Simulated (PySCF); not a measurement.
## From computed data to an observable: oscillator strength and radiative lifetime

Zn(I)(SH) (HISZn), SMILES [SH][Zn][I].

Geometry optimised at PBE0-D3(BJ)/def2-SVP. The def2 effective core potentials stand for the cores of I; spin–orbit coupling is left out. One conformer was computed; it need not be the lowest.

TDA-B3LYP/def2-SVPD run with PySCF puts the first singlet state with f over 0.02 at 4.82 eV (vertical), with the transition dipole (-0.409, -0.051, 0.000) in atomic units.

**Question.** Find the oscillator strength, the wavelength and the radiative lifetime that this transition would have in vacuum if emission retraced absorption.

**Answer.** 
|μ|² = 0.1699 au, so |μ| = 1.05 D. ΔE = 4.82/27.211 = 0.1771 hartree. f = (2/3) ΔE |μ|² = 0.020 (the program prints 0.020).
λ = 1239.84/4.82 = 257 nm; ν = 38876 cm⁻¹.
Einstein's coefficient A = 0.6670 ν² f s⁻¹ (ν in cm⁻¹) = 2.0e7 s⁻¹, so τ = 1/A = 49 ns. This state is S2; the lower singlet has f = 0.004. The figure is the radiative limit of this one transition; relaxation, internal conversion, crossing to triplets and a medium change what is measured.
